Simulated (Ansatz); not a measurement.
Relaxation of C₂H₉BOSi (14 atoms, charge 0, multiplicity 1), to a largest force component of 0.02 eV/Å in at most 40 steps.

Method: Ansatz, RKS BHLYP/STO-3G.

```xyz
14
Properties=species:S:1:pos:R:3
C -1.147 1.107 1.154
B 0.092 0.283 1.491
C 0.878 -0.577 0.406
Si 0.293 -0.487 -1.325
O 1.184 -1.471 -2.380
H -0.938 1.941 0.389
H -1.540 1.653 2.065
H -1.955 0.509 0.736
H 0.481 0.298 2.653
H 0.914 -1.637 0.771
H 1.949 -0.216 0.419
H -1.143 -0.995 -1.309
H 0.187 0.922 -1.809
H 0.732 -1.358 -3.234
```

Q: Where does it end, and by what steps?

A: The forces met the threshold. Limits of this set-up: minimal basis. After 5 steps the energy has fallen by 0.506 eV; H14 moved furthest, 0.13 Å.

```csv
step,energy less start (eV),largest force component (eV/Å),accepted
0,0.0000,3.708,yes
1,-0.4605,0.773,yes
2,-0.5023,0.171,yes
3,-0.5047,0.089,yes
4,-0.5053,0.049,yes
5,-0.5056,0.016,yes
```

```xyz
14
Properties=species:S:1:pos:R:3
C -1.161 1.164 1.213
B 0.111 0.283 1.495
C 0.858 -0.541 0.386
Si 0.193 -0.497 -1.350
O 1.224 -1.464 -2.295
H -0.913 1.954 0.499
H -1.579 1.633 2.102
H -1.945 0.565 0.742
H 0.539 0.236 2.583
H 0.910 -1.576 0.732
H 1.900 -0.209 0.388
H -1.154 -0.998 -1.394
H 0.162 0.851 -1.850
H 0.842 -1.429 -3.223
```

Whether the end is a true minimum wasn't checked by a vibrational analysis.

The run took 13 s on 1 thread of Arm Neoverse V2 (shared host), peak memory 0.14 GiB.
